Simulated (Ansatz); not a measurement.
Cartesian coordinates in Å:
```
B -1.9361 -0.1382 0.2301
Si -0.0964 -0.8959 0.2166
Si 1.3698 0.8232 -0.4390
Cl 0.5431 -1.5918 2.0613
H -2.5119 0.1507 1.2346
H -2.4550 0.1097 -0.8193
H 0.0405 -2.0216 -0.7479
H 1.2476 1.9764 0.4908
H 2.7662 0.3155 -0.4105
H 1.0323 1.2719 -1.8167
```

Charge 0, multiplicity 1.

(1) List the r2SCAN/def2-TZVPP orbital energies in eV (Ansatz 0.2.0). (An estimate is asked.)

Answers

(1) The calculation gave: Occupied: -2753.24, -1791.70, -1791.18, -254.63, -193.17, -193.03, -193.03, -181.14, -142.12, -141.68, -97.03, -96.95, -96.92, -96.54, -96.52, -96.52, -21.36, -14.85, -13.57, -12.19, -10.12, -9.33, -9.21, -9.03, -8.90, -8.62, -7.65, -6.96. Lowest empty: -3.41, -0.96, -0.24, 0.33, 0.86, 1.17, 1.37, 1.65.
